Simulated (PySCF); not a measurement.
# Excitation energy of Al⁺ by level of theory

Al⁺ [Ne] 3s2 (1S) → Al⁺ [Ne] 3s1 4s1 (3S), as a difference of total energies. All numbers are calculated (PySCF 2.14, no relativity, point nucleus, in dyall-av3z (19s12p3d2f, 84 functions)). Correlated levels: valence: [Ne] frozen; virtual orbitals above 40 to 60 times the deepest correlated orbital energy dropped. The calculations carry no spin-orbit coupling.

```
           method  excitation energy (eV)
              UHF                  10.247
    MP2 (valence)                  10.935
SCS-MP2 (valence)                  11.151
   CCSD (valence)                  11.162
```

Problem. How much does correlation contribute at MP2 (valence)?

Solution. 10.935 − (10.247) = 0.688 eV, measured against UHF.

Errors of the correlated levels include the incompleteness of this basis and the frozen core.

With two correlated electrons CCSD is exact in that space.

For comparison: 11.317 eV (measured; NIST levels).
